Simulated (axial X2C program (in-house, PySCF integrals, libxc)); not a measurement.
## Which molecule has these constants?

Computed with an in-house relativistic program for diatomic molecules, spin-free (one-electron X2C) or two-component (2c: spin–orbit coupling with atomic mean-field Coulomb and Gaunt terms, which also bring small scalar terms), in Dyall basis sets with cores contracted in-house; open shells are unrestricted.

A two-component PBE0 calculation in a Dyall 3-zeta basis gave Re = 1.875 Å, ωe = 689.6 cm⁻¹, Ω = 0.

Question: Which molecule is it?
A. SnF⁺
B. SnI⁺
C. SnCl⁺
D. SnBr⁺

Answer: A. The others have SnI⁺ 2.601 Å and 238.8 cm⁻¹ (Ω = 0); SnCl⁺ 2.265 Å and 427.1 cm⁻¹ (Ω = 0); SnBr⁺ 2.400 Å and 300.2 cm⁻¹ (Ω = 0).

Each entry is the lowest single determinant of a limited PBE0 search at one distance. De goes to single-determinant-based atoms at the same level (for ions the charge split of lowest energy) and is withheld (n/a) where an atom does not fit its ground term or J level. Main or longest-lived isotopes. The functionals have no current term, which raises determinants with orbital currents.
